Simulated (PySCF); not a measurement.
Cl2FSi, multiplicity 2. Atoms are numbered in the order given.

```xyz
4

Si     0.4663     0.3860     0.0000
F     -0.3037     1.8072     0.0000
Cl    -0.1116    -0.6373    -1.6852
Cl    -0.1116    -0.6373     1.6852
```
Charge 0, spin multiplicity 2.

Coordinates come from a PBE0-D3(BJ)/def2-SVP optimisation.

The numbers are results of ωB97X/def2-TZVPD (PySCF), not measurements.

Isolated molecule, no solvent.

Q: Estimate the frontier levels, dipole moment and polarisability. (Estimate from the structure and the level; the computed values follow.)

A: 
```json
{
  "α spin, highest occupied and lowest empty level": "-9.64 and 1.54 eV",
  "β spin, highest occupied and lowest empty level": "-12.16 and -2.19 eV",
  "dipole_moment": "0.95 D",
  "quadrupole, principal values (traceless, Buckingham form, about the centre of nuclear charge)": "-2.99, 0.28, 2.71 D·Å",
  "mean_static_polarisability": "54.6 bohr³ (8.09 Å³)",
  "polarisability_principal_values": "44.0, 52.8, 67.0 bohr³",
  "⟨S²⟩": "0.752 (pure state 0.75)"
}
```
